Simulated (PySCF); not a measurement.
A calculated (UHF, PySCF 2.14, pcseg-2, no relativity, point nucleus) atom or ion has these occupied shells.

| shell | electrons | orbital energy (eV) | rms radius, mean of both spins (bohr) |
| --- | --- | --- | --- |
| 1s β | 1 | -5483.6 | 0.0777 |
| 1s α | 1 | -5483.6 | 0.0777 |
| 2s α | 1 | -650.70 | 0.336 |
| 2s β | 1 | -648.74 | 0.336 |
| 2p α | 3 | -546.14 | 0.304 |
| 2p β | 3 | -544.16 | 0.304 |
| 3s α | 1 | -91.533 | 1.04 |
| 3s β | 1 | -84.753 | 1.04 |
| 3p α | 3 | -61.311 | 1.13 |
| 3p β | 3 | -52.869 | 1.13 |
| 3d α | 4 | -15.917 | 1.66 |

**Question.** Name the element and its charge.

**Answer.** V⁺ (vanadium, charge +1), in [Ar] 3d4, high-spin 5D determinant.
